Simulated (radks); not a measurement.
Task: Species: Pm I. Configuration: [Xe] 4f5 6s2. Calculated with a radial shooting solver on a logarithmic mesh with Libxc functionals: scalar-relativistic Kohn-Sham, BLYP, spin-unpolarised, spherical densities, point nucleus. Some entries of the table are withheld. Estimate them.

| orbital | occ. | eigenvalue (hartree) | r(max) (bohr) |
|---|---|---|---|
| 1s | 2 | -1654.822 | 0.01479 |
| 2s | 2 | -269.0473 | 0.08379 |
| 2p | 6 | (1) | 0.06761 |
| 3s | 2 | -58.65493 | 0.2386 |
| 3p | 6 | -49.62084 | 0.2338 |
| 3d | 10 | -37.23874 | 0.1918 |
| 4s | 2 | -11.64949 | (2) |
| 4p | 6 | (3) | 0.5759 |
| 4d | 10 | -4.50055 | 0.6022 |
| 5s | 2 | -1.52999 | (4) |
| 5p | 6 | -0.82380 | 1.463 |
| 6s | 2 | (5) | 3.669 |
| 4f | 5 | -0.07076 | 0.6363 |

Result: 
(1) 2p eigenvalue (hartree): -240.2689
(2) 4s r(max) (bohr): 0.5518
(3) 4p eigenvalue (hartree): -8.68523
(4) 5s r(max) (bohr): 1.288
(5) 6s eigenvalue (hartree): -0.12518
